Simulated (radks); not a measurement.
Valence configurations of Cl I (all share [Ne]). Method: non-relativistic Kohn-Sham, PBEsol, spin-unpolarised, spherical densities, point nucleus; computed with a radial shooting solver on a logarithmic mesh with Libxc functionals. Energies are relative to 3s2 3p5; eigenvalues in eV.

valence      E (eV)   e(3p)    e(3s)
3s2 3p5       0.000  -8.576  -20.455
3s1.5 3p5.5   5.953  -8.847  -20.781
3s1 3p6      11.934  -9.110  -21.096

NIST lists [Ne] 3s2 3p5 as the ground configuration; this level of theory agrees among the configurations tried. The energies are those of spherical spin-averaged densities, not of single terms.
